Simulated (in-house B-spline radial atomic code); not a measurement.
A fraction x of an electron is removed from 3p in Ca³⁺, starting from [Ne] 3s2 3p5 and keeping the highest spin. Computed with a radial B-spline atomic code at the basis-set limit: non-relativistic BP86, spin-polarised, spherical fractional occupations, point nucleus.

```csv
x,E(x) - E(0) (eV),3p down level (eV)
0,0.0000,-59.017
0.05,2.9713,-59.835
0.16,9.6523,-61.640
0.27,16.5325,-63.455
0.39,24.2664,-65.445
0.5,31.5660,-67.279
0.55,34.9508,-68.114
0.73,47.4831,-71.137
0.79,51.7817,-72.149
0.91,60.5612,-74.178
1,67.3060,-75.705
```

The exact functional would give a straight line between the two integer points. Deviations E(x) - E(0) - x[E(1) - E(0)], in eV: -0.394 at x = 0.05, -1.117 at x = 0.16, -1.64 at x = 0.27, -1.983 at x = 0.39, -2.087 at x = 0.5, -2.068 at x = 0.55, -1.65 at x = 0.73, -1.39 at x = 0.79, -0.687 at x = 0.91.

The curve lies below the straight line by up to 2.087 eV (at x = 0.5): convex, the delocalisation error that favours fractional charges.

Question: How well does Slater's transition state (minus the level at half occupation) give the ionisation energy?

Answer: It gives 67.279 eV against 67.306 eV from the two total energies; NIST lists 67.27 eV, ground level to ground level.
